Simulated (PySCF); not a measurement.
C2H6ClFSi2, SMILES C=C(F)[Si@H]([SiH3])Cl.

Coordinates come from a PBE0-D3(BJ)/def2-SVP optimisation. The structure was generated by enumeration; whether it is a known compound was not checked. The values are those of a single conformer.

Level of theory: PySCF with PBE0-D3(BJ)/def2-SVP.

Frequencies are harmonic and unscaled.

Question: List the normal modes with their intensities. (An estimate is asked for; the answer gives what the named calculation found.)

Answer: 
| mode | ν (cm⁻¹) | IR (km/mol) | moving atoms (share of kinetic energy) |
|---|---|---|---|
| 1 | 45 | 1.5 | F 44 %, C 26 %, H 15 %, Si 11 % |
| 2 | 82 | 0.1 | Si 37 %, H 20 %, C 17 %, F 14 %, Cl 12 % |
| 3 | 100 | 0.0 | H 91 % |
| 4 | 127 | 4.3 | Si 42 %, Cl 37 %, H 12 % |
| 5 | 147 | 4.3 | C 29 %, Si 27 %, Cl 25 %, H 15 % |
| 6 | 280 | 0.9 | F 45 %, C 23 %, Cl 20 % |
| 7 | 359 | 9.6 | Si 41 %, C 22 %, H 20 %, F 13 % |
| 8 | 391 | 16.1 | H 50 %, C 42 % |
| 9 | 433 | 12.0 | Si 47 %, H 31 %, F 9 % |
| 10 | 507 | 21.3 | H 70 %, Si 23 % |
| 11 | 544 | 7.3 | H 53 %, Si 26 %, C 16 % |
| 12 | 569 | 52.2 | Si 53 %, Cl 26 %, H 15 % |
| 13 | 661 | 5.8 | C 38 %, Si 26 %, H 25 %, F 10 % |
| 14 | 758 | 138.6 | H 79 %, C 13 % |
| 15 | 765 | 115.0 | H 89 % |
| 16 | 780 | 92.1 | H 90 %, Si 9 % |
| 17 | 866 | 109.2 | H 88 %, Si 12 % |
| 18 | 910 | 43.7 | H 72 %, C 28 % |
| 19 | 929 | 37.9 | H 97 % |
| 20 | 929 | 43.2 | H 97 % |
| 21 | 948 | 40.4 | H 44 %, F 28 %, C 28 % |
| 22 | 1233 | 75.3 | C 70 %, F 15 %, H 14 % |
| 23 | 1366 | 9.6 | H 86 %, C 13 % |
| 24 | 1724 | 29.4 | C 91 % |
| 25 | 2227 | 57.1 | H 99 % |
| 26 | 2240 | 12.5 | H 97 % |
| 27 | 2242 | 74.6 | H 96 % |
| 28 | 2247 | 135.4 | H 96 % |
| 29 | 3180 | 1.4 | H 94 % |
| 30 | 3296 | 0.7 | H 89 %, C 11 % |
